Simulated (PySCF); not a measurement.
ClF₃H₂OSi₂, SMILES F[Si](F)(F)O[SiH2]Cl.

Geometry: B3LYP-D3(BJ)/def2-SVP. This is a generated structure with no PubChem entry under its InChIKey; it may be hypothetical. One conformer was computed; it need not be the lowest.

All values below come from SMD-ωB97X/6-31G* run with PySCF.

Solvation free energies are E(SMD) − E(gas) at the gas-phase geometry, for 1 M in both phases. In vacuum the dipole moment is 2.40 D.

Q: Rank water, acetonitrile, diethylether by solvation free energy, most negative first.

A: diethylether (-3.1 kcal/mol), acetonitrile (-2.8 kcal/mol), water (0.9 kcal/mol)
